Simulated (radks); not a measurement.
These are the eigenvalues of the occupied orbitals of an atom or ion with whole-number occupations (hartree). Calculated with a radial shooting solver on a logarithmic mesh with Libxc functionals: scalar-relativistic Kohn-Sham, PBEsol, spin-polarised, spherical densities, point nucleus.

| orbital | eigenvalue |
|---|---|
| 1s | -3238.544 |
| 2s | -579.7656 |
| 2p | -497.3597 |
| 3s | -139.6375 |
| 3p | -116.0160 |
| 3d | -91.93778 |
| 4s | -32.07979 |
| 4p | -24.33983 |
| 4d | -15.38903 |
| 5s | -5.91691 |
| 4f | -5.50436 |
| 5p | -3.77173 |
| 5d | -1.39190 |
| 6s | -1.01145 |

Which element is it, and in what charge state? The configuration may be excited. Open shells, if any, are filled with parallel spins first.

Answer. Z = 82, lead, charge +2: Pb2+ in [Hg]. The list shows which subshells hold electrons but not how many an open one holds; the 1s level, -3238.5 hartree, gives Z - s = 80.5 by -(Z - s)^2/2, which with screening and relativity narrows Z to a few neighbours, and the depths of the outer levels then fix element, charge and occupations together.
